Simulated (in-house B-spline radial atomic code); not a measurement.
Inner levels of iridium as electrons are removed. A shift is the extra binding of the orbital against the neutral atom ([Xe] 4f14 5d7 6s2). Computed with an all-electron radial atomic-structure program (B-spline basis): non-relativistic Hartree-Fock, average of the configuration, point nuclei.

This level leaves out relativity, spin-orbit splitting included, which matters for heavy ions.

```csv
ion,configuration,shift of 3s (eV),shift of 4p (eV),shift of 3d (eV),radius of 3s (bohr),radius of 4p (bohr),radius of 3d (bohr),Σ<r²> (bohr²),change of density at nucleus (bohr⁻³)
Ir26+,[Kr] 4d10 4f5,830.32,755.81,832.4,0.20864,0.44288,0.17428,5.8084,-78.898
Ir27+,[Kr] 4d10 4f4,890.5,805.71,892.73,0.20853,0.44013,0.17416,5.5167,-48.704
Ir28+,[Kr] 4d10 4f3,952.06,856.46,954.51,0.20841,0.43738,0.17403,5.2389,-17.059
Ir29+,[Kr] 4d10 4f2,1015,908.04,1017.71,0.20828,0.43461,0.17389,4.9741,16.068
Ir30+,[Kr] 4d10 4f1,1079.28,960.44,1082.31,0.20814,0.43184,0.17374,4.7214,50.639
Ir31+,[Kr] 4d10,1144.9,1013.65,1148.31,0.20799,0.42907,0.17357,4.4799,86.686
Ir32+,[Kr] 4d9,?,?,?,?,?,?,?,?
Ir33+,[Kr] 4d8,1273.16,1115.74,1279.32,0.20759,0.42435,0.1734,3.9825,182.87
Ir34+,[Kr] 4d7,?,?,?,?,?,?,?,?
Ir35+,[Kr] 4d6,1404.77,1220.01,1413.97,0.20717,0.41971,0.17298,3.5126,283.92
Ir36+,[Kr] 4d5,?,?,?,?,?,?,?,?
Ir37+,[Kr] 4d4,1539.69,1326.44,1552.22,0.20673,0.41517,0.17253,3.0681,389.84
Ir38+,[Kr] 4d3,1608.38,1380.46,1622.69,0.20649,0.41293,0.1723,2.8548,444.62
Ir39+,[Kr] 4d2,1677.89,1435.02,1694.04,0.20625,0.41071,0.17206,2.6471,500.63
Ir40+,[Kr] 4d1,1748.2,1490.12,1766.28,0.20601,0.40852,0.17181,2.445,557.85
Ir41+,[Ar] 3d10 4s2 4p6,1819.33,1545.75,1839.41,0.20575,0.40634,0.17155,2.2481,616.31
```

(1) Fill in the row of Ir32+.

(2) Fill in the row of Ir34+.

(3) Fill in the row of Ir36+.

Results:

(1) shift of 3s (eV): 1208.61; shift of 4p (eV): 1064.42; shift of 3d (eV): 1213.36; radius of 3s (bohr): 0.2078; radius of 4p (bohr): 0.4267; radius of 3d (bohr): 0.17361; Σ<r²> (bohr²): 4.2276; change of density at nucleus (bohr⁻³): 134.17.

(2) shift of 3s (eV): 1338.54; shift of 4p (eV): 1167.6; shift of 3d (eV): 1346.2; radius of 3s (bohr): 0.20739; radius of 4p (bohr): 0.42202; radius of 3d (bohr): 0.1732; Σ<r²> (bohr²): 3.7443; change of density at nucleus (bohr⁻³): 232.79.

(3) shift of 3s (eV): 1471.82; shift of 4p (eV): 1272.95; shift of 3d (eV): 1482.65; radius of 3s (bohr): 0.20695; radius of 4p (bohr): 0.41743; radius of 3d (bohr): 0.17276; Σ<r²> (bohr²): 3.2873; change of density at nucleus (bohr⁻³): 336.26.
